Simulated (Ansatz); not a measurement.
`C[O][Sn]([OH])([Cl])[Cl]` → C• + 2 Cl• + 4 H• + 2 O• + Sn•  (atomization)

Isolated molecules relaxed with PBE0-D4/def2-TZVP in Ansatz; ΔE leaves out vibrations. CCSD(T)/CBS is the MP2 limit (def2-TZVPP, def2-QZVPP) plus CCSD(T) − MP2 in def2-TZVPP, frozen cores. This one scheme is used for every species, atoms too. Open shells (•) are unrestricted, without spin–orbit coupling. Spin–orbit coupling would lower the free atoms: a little for C, Cl, O; strongly for Sn. Elements past krypton have def2 core potentials. For Sn outer-core shells are correlated without core-valence functions, so the limit isn't a true one: a few kJ/mol of doubt a bond, and 10 to 20 or more in all where bonds break to atoms. One conformer a species, not always the lowest.

| species | CCSD(T)/CBS(def2) energy (Eh) |
| --- | --- |
| `C[O][Sn]([OH])([Cl])[Cl]` | -1324.50981 |
| C• | -37.79194 |
| Cl• | -459.70966 |
| H• | -0.50000 |
| O• | -75.00631 |
| Sn• | -213.97081 |

Task: Work out ΔE.

Result: ΔE = 4 × (-0.50000) + 2 × (-459.70966) + 2 × (-75.00631) + (-37.79194) + (-213.97081) − (-1324.50981) = 1.31512 Eh = +3452.8 kJ/mol.

Largest T1 diagnostic among the species: 0.013.

In def2-TZVPP, CCSD(T) changes the Hartree–Fock value by +990.8 kJ/mol (the triples alone add +73.9 kJ/mol) and MP2 by +1085.6 kJ/mol; breaking electron pairs costs correlation energy, which Hartree–Fock lacks. The D4 term adds +44.7 kJ/mol with B3LYP and +24.0 kJ/mol with PBE0; it sums over pairs of atoms, weighted by their polarisabilities, and B3LYP, whose exchange is more repulsive, gets the larger term.

B3LYP here is the variant with VWN-RPA as its local correlation; programs differ in this.

For atomizations the MP2-based limit and the directly extrapolated one differ by several kJ/mol either way, and by 10 to 25 for some Ge, Se and Sn compounds, so smaller differences from it don't rank the levels.
